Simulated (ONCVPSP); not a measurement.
# What the settings do to the ONCV potential of Ir

Base potential:

iridium (Ir), optimised norm-conserving Vanderbilt (ONCV), made with ONCVPSP 4.0.1 (PBEsol, fully relativistic). Core [Kr] 4d10 4f14, reference 5s2 5p6 5d7 6s1.75 6p0.25. Waves: 5s+6s: rc 1.85 bohr, ncon 5, nbas 9, qcut 8.2 1/bohr, 3 projectors, debl 2.7 Ha; 5p+6p: rc 1.70 bohr, ncon 4, nbas 7, qcut 8.5 1/bohr, 2 projectors; 5d: rc 2.20 bohr, ncon 4, nbas 9, qcut 5.9 1/bohr, 1 projector. Local part: polynomial inside 1.70 bohr (lpopt 3, dvloc0 6 Ha). Core correction: polynomial model core, fcfact 0.35.

Open shells are filled in proportion to 2j + 1.

Cutoffs, loose and tight: the cutoffs (Ha) at which the residual kinetic energy of the hardest occupied pseudo-wave falls to 1 and 0.1 mHa per electron. They do not see the model core or the augmentation charge, which bear on the density cutoff. Test errors are all-electron minus pseudo excitation energies from the reference, over the configurations 5s2 5p6 5d7 6s2 6p0; 5s2 5p6 5d7 6s1 6p0; 5s2 5p6 5d7 6s0 6p0; 5s2 5p6 5d7 6s0 6p2. A dash means not determined; rows that change the core or the reference have their own tests. The largest error is taken over the tests solved by every variant that gives reliable tests at all: 5s2 5p6 5d7 6s0 6p2; 5s2 5p6 5d7 6s1 6p0; 5s2 5p6 5d7 6s2 6p0.

A true bound ghost makes a file unfit for plane-wave use even where its test errors are small: the radial tests pick states by their node count and pass the ghost by.

| change | outcome | cutoff, loose | cutoff, tight | bound ghosts | GHOST(+) flags above zero | largest test error (meV) |
| --- | --- | --- | --- | --- | --- | --- |
| base | generated | 23 Ha | 27 Ha | s | none | -2.7 |
| all radii but the core radius scaled by about 0.82 (s 1.52, p 1.40, d 1.80 bohr); local potential polynomial inside 1.40 bohr (lpopt 3, dvloc0 6 Ha) | generated | 30 Ha | 41 Ha | none | s | -1.1 |
| all radii but the core radius scaled by about 0.92 (s 1.70, p 1.56, d 2.02 bohr); local potential polynomial inside 1.56 bohr (lpopt 3, dvloc0 6 Ha) | generated | 26 Ha | 31 Ha | none | s | -1.8 |
| all radii but the core radius scaled by about 1.30 (s 2.42, p 2.22, d 2.86 bohr); local potential polynomial inside 2.22 bohr (lpopt 3, dvloc0 6 Ha) | generated | 18 Ha | 21 Ha | none | none | -13 |

Problem. What comes out with this change to the base: all radii but the core radius scaled by about 1.22 (s 2.26, p 2.08, d 2.70 bohr); local potential polynomial inside 2.08 bohr (lpopt 3, dvloc0 6 Ha)?

Solution. outcome: generated; cutoff, loose: 17 Ha; cutoff, tight: 21 Ha; bound ghosts: none; GHOST(+) flags above zero: none; largest test error (meV): -9.3.

Problem. What comes out with this change to the base: all radii but the core radius scaled by about 1.12 (s 2.08, p 1.90, d 2.48 bohr); local potential polynomial inside 1.90 bohr (lpopt 3, dvloc0 6 Ha)?

Solution. outcome: generated; cutoff, loose: 19 Ha; cutoff, tight: 23 Ha; bound ghosts: none; GHOST(+) flags above zero: none; largest test error (meV): -5.6.

Reading the sweep of the scale of all radii but the core radius (base = 1) (base included, trends over the rows without a ghost): The loose cutoff is not monotonic: lowest 17 Ha at 1.22, highest 30 Ha at 0.82. Bound ghosts are found at 1.
